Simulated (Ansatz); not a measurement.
CH5FN2Si can be A, `C=N[SiH](N)F`, or B, `NC1(F)N[SiH2]1`.

Computed with Ansatz on PBE0-D4/def2-TZVP structures; ΔE is electronic, products minus reactants. CCSD(T)/CBS is the MP2 limit (def2-TZVPP, def2-QZVPP) plus CCSD(T) − MP2 in def2-TZVPP, frozen cores. DFT in def2-TZVPP. B3LYP here is the variant with VWN-RPA as its local correlation; programs differ in this. One conformer a species, not always the lowest.

Question: Which is lower in electronic energy at CCSD(T)/CBS, and by how much? (Estimate.)

Answer: Computed: A, by 376.2 kJ/mol.

Question: Give E(B) − E(A) in kJ/mol with LDA (SPW92), B3LYP-D4, r2SCAN-D4, CCSD(T)/def2-TZVPP, B2PLYP, B3LYP, ωB97M-V. (Best estimate.)

Answer: The calculation gave: LDA (SPW92) 296.5, B3LYP-D4 369.1, r2SCAN-D4 351.7, CCSD(T)/def2-TZVPP 373.6, B2PLYP 376.8, B3LYP 369.7, ωB97M-V 359.6. None reverses the order clearly.

Question: Does the order hold for the free energy at 298.15 K (harmonic terms from PBE0-D4)? (Estimate.)

Answer: Computed: Yes: G(B) − G(A) = +381.7 kJ/mol, for one conformer each.

Largest T1 diagnostic: 0.013.

From r2SCAN to r2SCAN0 (25 % exact exchange), in def2-TZVPP and without D4, E(B) − E(A) moves by +5.1 kJ/mol. At CCSD(T), def2-SVP lies −39.3 kJ/mol from the extrapolated value and def2-TZVPP −2.6 kJ/mol.
